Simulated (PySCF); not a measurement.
# Correlation energy of Ne⁺ (neon, charge +1)

[He] 2s2 2p5, 2P determinant. All numbers are calculated (PySCF 2.14, the spin-free X2C one-electron Hamiltonian (Gaussian nucleus), in Sapporo-DZP-2012 (4s3p1d, 18 functions)). Frozen: 1s2; 7 electrons correlated.

MP2 pair energies summed by pair of shells (mhartree):

| pair | energy | share (%) |
| --- | --- | --- |
| 2p-2p | -93.57 | 64.0 |
| 2s-2p | -44.99 | 30.7 |
| 2s-2s | -7.74 | 5.3 |

Total MP2 correlation energy: -146.30 mhartree.

Same-spin part -38.36 and opposite-spin part -107.94 mhartree; SCS-MP2 scales them by 1/3 and 6/5 to -142.32 mhartree.

| level | correlation energy (mhartree) |
| --- | --- |
| CCSD | -156.99 |
| (T) | -1.14 |
| CCSD(T) | -158.13 |

Diagnostics: T1 = 0.0037, D1 = 0.0060, largest double amplitude 0.037.

Cost of the coupled-cluster step: 0.19 s of wall time on 1 thread of Neoverse-N1 (shared host), for 7 correlated electrons.
